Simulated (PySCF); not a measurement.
BCl2HSe, SMILES ClB(Cl)[SeH]. Geometry: B3LYP-D3(BJ)/def2-SVP. One conformer was computed; it need not be the lowest.

All values below come from PySCF with B3LYP-D3(BJ)/def2-SVP.

Harmonic wavenumbers (cm⁻¹): 186, 216, 347, 397, 416, 718, 903, 977, 2417. Rotational constants (GHz): 3.045, 1.664, 1.076; symmetry number 1.

Problem. Work out the zero-point energy and the ideal-gas rigid-rotor harmonic-oscillator thermochemistry at 298.15 K and 1 atm.

Solution. ZPE = ½ Σ hcν = ½ × 6578 cm⁻¹ = 39.34 kJ/mol. H − E(el) = 55.27 kJ/mol. Entropy in J/(mol K): translation 172.17, rotation 119.11, vibration 32.81, total 324.10. G − E(el) = -41.36 kJ/mol. Cp = 74.53 J/(mol K).
